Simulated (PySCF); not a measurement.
**From computed data to an observable: oscillator strength and radiative lifetime**

1-methyl-2-(1-methylpyrrol-2-yl)pyrrole (C₁₀H₁₂N₂), SMILES Cn1cccc1-c1cccn1C.

Coordinates come from a B3LYP-D3(BJ)/def2-SVP optimisation. The values are those of a single conformer.

TDA-PBE0/def2-SVP in PySCF 2.14.0 puts the first singlet state with f over 0.02 at 5.17 eV (vertical), with the transition dipole (-0.210, 2.207, 0.000) in atomic units.

Question: Find the oscillator strength, the wavelength and the radiative lifetime that this transition would have in vacuum if emission retraced absorption.

Answer: 
|μ|² = 4.9149 au, so |μ| = 5.63 D. ΔE = 5.17/27.211 = 0.1900 hartree. f = (2/3) ΔE |μ|² = 0.623 (the program prints 0.623).
λ = 1239.84/5.17 = 240 nm; ν = 41699 cm⁻¹.
Einstein's coefficient A = 0.6670 ν² f s⁻¹ (ν in cm⁻¹) = 7.2e8 s⁻¹, so τ = 1/A = 1.4 ns. This state is S1. The figure is the radiative limit of this one transition; relaxation, internal conversion, crossing to triplets and a medium change what is measured.
